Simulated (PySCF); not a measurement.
# Electron correlation in Tc²⁺ (technetium, charge +2)

Starting occupation: [Kr] 4d5, 4d3/2 with m_j = -3/2, -1/2, +1/2, +3/2, 4d5/2 with m_j = +5/2. Computed with PySCF 2.14 in x2c-TZVPPall-2c, with X2C-1e with screened-nucleus spin-orbit coupling, Gaussian nucleus. Frozen: [Ar] 3d10; 13 electrons correlated; the 6 highest virtual spinors left out.

MP2 pair energies summed by pair of shells (mhartree):

```csv
pair,energy,share (%)
4d-4p,-153.89,44.0
4p-4p,-78.11,22.3
4d-4d,-58.86,16.8
4p-4s,-33.06,9.5
4d-4s,-20.67,5.9
4s-4s,-4.99,1.4
```

Total MP2 correlation energy: -349.58 mhartree.

The GHF reference relaxed away from the jj start to a determinant that is no pure jj level (⟨S²⟩ = 8.74, ⟨J²⟩ = 8.75); the energies belong to that determinant.

This basis was not built for core-valence correlation, so the inner-shell part is incomplete.
